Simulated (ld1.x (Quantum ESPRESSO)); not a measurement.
**Plane-wave convergence, ultrasoft potential for cobalt**

* Element: cobalt
* Generator: ld1.x (Quantum ESPRESSO) 7.5
* Type: ultrasoft
* Functional: Wu–Cohen
* Relativity: non-relativistic
* Frozen core: [Ar]
* Valence charge: 9
* Reference configuration: 3d7 4s1 4p0 (charge +1)
* Partial waves: 4s (bound): rcut 1.75, rcutus 2.40 bohr; 4s channel at -0.45 Ry: rcut 1.75, rcutus 2.40 bohr; 4p (bound, empty): rcut 1.75, rcutus 2.20 bohr; 4p channel at 0.2 Ry: rcut 1.75, rcutus 2.20 bohr; 3d (bound): rcut 1.60, rcutus 1.85 bohr; 3d channel at -0.2 Ry: rcut 1.60, rcutus 1.85 bohr
* Local potential: all-electron potential smoothed inside 1.55 bohr (lloc = -1)
* Core correction: a·sin(br)/r model core inside 1.55 bohr
* Augmentation charge: PSQ, inside the norm-conserving radii

The pseudo-atom Hamiltonian at the reference potential is diagonalised in spherical Bessel functions j_l(qr) that vanish at 20 bohr, with q² up to the cutoff. All-electron valence levels (Ry): 4s -0.9233, 4p -0.5422, 3d -1.2683.

Question: How do the lowest levels (Ry) of each channel move with the cutoff, and are there ghosts?

Answer:

```
cutoff (Ry)     s #1     p #1     d #1     d #2     f #1    f #2  Σ f·Δε (mRy)
          8  -0.9232  -0.5416  -0.7988  -0.1500  -0.0529  0.0448        3286.7
         10  -0.9232  -0.5421  -0.9768  -0.1577  -0.0529  0.0448        2040.6
         15  -0.9233  -0.5422  -1.1769  -0.1651  -0.0529  0.0447         640.0
         18  -0.9233  -0.5422  -1.2356  -0.1677  -0.0529  0.0447         229.2
         21  -0.9233  -0.5422  -1.2532  -0.1689  -0.0529  0.0447         105.9
         30  -0.9233  -0.5422  -1.2670  -0.1713  -0.0529  0.0447           9.5
         35  -0.9233  -0.5422  -1.2679  -0.1730  -0.0529  0.0447           2.9
         40  -0.9233  -0.5422  -1.2679  -0.1746  -0.0529  0.0447           2.7
         45  -0.9233  -0.5422  -1.2681  -0.1752  -0.0529  0.0447           1.9
         55  -0.9233  -0.5422  -1.2683  -0.1754  -0.0529  0.0447           0.4
         60  -0.9233  -0.5422  -1.2683  -0.1755  -0.0529  0.0447           0.4
        400  -0.9233  -0.5422  -1.2683  -0.1755  -0.0529  0.0447           0.0
```

Result: no extra level below or beside the all-electron valence levels (s, p, d, f tested); 10 mRy is reached at 30 Ry and 1 mRy at 50 Ry.

3 of 7 tests not solved or not reliable.
